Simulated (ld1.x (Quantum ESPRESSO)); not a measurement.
# sulfur (S): excitation energies, all-electron against PAW

```json
{
  "Element": "sulfur (S)",
  "Generator": "ld1.x (Quantum ESPRESSO) 7.5",
  "Type": "PAW",
  "Functional": "PBE",
  "Relativity": "scalar-relativistic",
  "Frozen core": "[Ne]",
  "Valence charge": "6",
  "Reference configuration": "3s2 3p4",
  "Partial waves": "3s (bound): rcut 1.40, rcutus 1.65 bohr; 3s channel at 1.95 Ry: rcut 1.40, rcutus 1.65 bohr; 3p (bound): rcut 1.30, rcutus 1.60 bohr; 3p channel at 1.1 Ry: rcut 1.30, rcutus 1.60 bohr; 3d channel at 0.15 Ry: rcut 0.95, rcutus 1.30 bohr",
  "Local potential": "all-electron potential smoothed inside 1.60 bohr (lloc = -1)",
  "Core correction": "Bessel-smoothed model core, default radius (core density twice the valence density)",
  "Augmentation charge": "PSQ, inside the norm-conserving radii"
}
```

Energies are relative to the spin-unpolarised reference configuration 3s2 3p4; without spin polarisation the order of configurations can differ from experiment.

```tsv
valence configuration	charge	ΔE all-electron (eV)	error AE − PS (meV)
3s2 3p3	+1	11.769	-1.4
3s2 3p2	+2	34.053	-7.9
3s1 3p5	0	10.311	-0.5
3s2 3p4.3	-0.3	-1.709	+0.2
3s2 3p0	+4	114.891	-94
```

**Question.** What are ΔE and the potential's error for 3s0 3p6?

**Answer.** ΔE = 20.740 eV all-electron; the error (AE − PS) is -1.5 meV.

**Question.** What are ΔE and the potential's error for 3s2 3p1?

**Answer.** ΔE = 68.094 eV all-electron; the error (AE − PS) is -31 meV.

Levels in the configuration 3s2 3p0:

```
level  all-electron (eV)  pseudo (eV)
   3s            -65.926      -66.022
```
